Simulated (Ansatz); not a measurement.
C3H11NSi (SMILES CCN[SiH2]C) moved off its minimum; all values from Ansatz (a program for electronic structure), cores frozen in correlated methods.
(charge 0, multiplicity 1)
```xyz
16

C     -2.77579     0.49476    -0.13851
C     -1.67595    -0.17710    -0.18282
N     -0.51744     0.23162    -0.27733
Si     1.15495    -0.46255     0.06951
C      2.54601     0.54388     0.46179
H     -3.63130     0.15021     0.00958
H     -2.67687     1.42831    -0.58202
H     -2.65435     1.11257     0.95035
H     -2.07310    -0.86505    -1.24415
H     -1.82143    -1.11831     0.24523
H     -0.22318     1.08693    -0.85109
H      1.42192    -1.72845    -0.96148
H      0.75541    -1.25714     1.14448
H      3.54967    -0.02088     0.78269
H      2.19598     1.13915     1.23421
H      2.77487     1.10291    -0.68044
```

Give the forces (eV/Å), the total energy and the dipole at CCSD(T)/aug-cc-pV(T+d)Z.


| atom | Fx | Fy | Fz |
|---|---|---|---|
| C1 | 0.148 | 11.491 | 5.314 |
| C2 | -3.087 | -12.062 | -4.869 |
| N3 | 14.299 | 6.339 | -1.080 |
| Si4 | -3.797 | -4.293 | -2.159 |
| C5 | 4.182 | 0.334 | -4.098 |
| H6 | -7.292 | -3.552 | 0.214 |
| H7 | -0.711 | 1.565 | -2.276 |
| H8 | -0.494 | -0.972 | -1.054 |
| H9 | 1.045 | 0.717 | 0.305 |
| H10 | 0.691 | -1.473 | 2.282 |
| H11 | -1.924 | -1.189 | 0.730 |
| H12 | 0.007 | 1.907 | 0.698 |
| H13 | -0.232 | -1.027 | 1.897 |
| H14 | -2.426 | 1.061 | -0.854 |
| H15 | -0.096 | 2.034 | 1.340 |
| H16 | -0.314 | -0.881 | 3.609 |
Energy -464.2394 hartree, dipole 2.68 D.
